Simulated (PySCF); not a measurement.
**From computed data to an observable: entropy of an ideal gas**

ClGe, SMILES [Cl][Ge] (connectivity only; charge and spin as stated), charge +1, multiplicity 1.

Coordinates come from a B3LYP-D3(BJ)/def2-TZVP optimisation. The multiplicity is an assumed one; other spin states were not compared.

B3LYP-D3(BJ)/def2-TZVP in PySCF gives the harmonic wavenumbers 493 cm⁻¹ and the rotational temperature 0.2360 K. The molar mass is 108.08 g/mol, the symmetry number 1, the spin multiplicity 1.

**Question.** Work out the entropy at 298.15 K and 1 atm in the rigid-rotor, harmonic-oscillator model.

**Answer.** 
Translation (Sackur–Tetrode at 1 atm): S = R[1.5 ln M + 2.5 ln T − 1.16487] = 167.1 J/(mol K).
Rotation: q = T/(σ θ) = 1260, S = R[ln q + 1] = 67.7 J/(mol K).
Vibration: with u = 1.4388 ν/T, each mode gives R[u/(e^u − 1) − ln(1 − e^−u)]:
```
ν (cm⁻¹)  modes     u  S (J/(mol K))
--------  -----  ----  -------------
493           1  2.38           2.83
```
These are all the modes. Sum 2.8 J/(mol K).
Spin: R ln 1 = 0.0 J/(mol K).
Total 237.7 J/(mol K); the program's own thermochemistry gives 237.7. Translation makes up 70 % and vibration 1 %. Anharmonicity, hindered rotation and orbital degeneracy are left out.
